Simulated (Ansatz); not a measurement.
Relaxation of the cluster As₄⁺ with UKS PBE-D4/def2-SVP.

```sh
$ ansatz run in.yaml --threads 4 --pin off --events-out ev --progress --plain --max-ram 4787MiB
```

```yaml
crystal:
  periodic: [false, false, false]
  atoms:
    - {symbol: As, position_ang: [-0.825720, -0.094740, -1.239880]}
    - {symbol: As, position_ang: [0.894590, -1.193960, -0.043850]}
    - {symbol: As, position_ang: [0.920350, 1.161780, 0.173030]}
    - {symbol: As, position_ang: [-0.989230, 0.126920, 1.110690]}
basis:
  gaussian: {orbitals: def2-SVP}
total_charge: 1
magnetization: {spin_polarized: true, initial_magnetization: 1}
hamiltonian: {xc: pbe, dispersion: d4}
scf: {lower_state_search: "off"}
output: {orbitals: {seedname: orbitals}}
relax: {f_tol: 0.02, max_steps: 100}
```

Run time 4.7 s (4 threads of Arm Neoverse V1 on a shared host).

Positions (Å) and forces (eV/Å) at steps 1, 2, 3 of 3:

```xyz
4
step=1 energy=-243293.9957 eV
As   -0.826   -0.095   -1.240   -0.814   -0.074   -1.237
As    0.895   -1.194   -0.044    0.879   -1.201   -0.023
As    0.920    1.162    0.173    0.914    1.173    0.150
As   -0.989    0.127    1.111   -0.979    0.102    1.110
4
step=2 energy=-243294.1192 eV
As   -0.866   -0.124   -1.272    0.101    0.071    0.086
As    0.938   -1.224   -0.070   -0.109    0.080    0.065
As    0.961    1.191    0.206   -0.102   -0.076   -0.080
As   -1.032    0.157    1.137    0.110   -0.075   -0.071
4
step=3 energy=-243294.1225 eV
As   -0.857   -0.113   -1.271   -0.007   -0.003   -0.007
As    0.929   -1.223   -0.060    0.007   -0.007   -0.002
As    0.953    1.190    0.194    0.007    0.007    0.003
As   -1.024    0.146    1.137   -0.008    0.003    0.006
```

The structure comes from a short search, and lower isomers may exist.
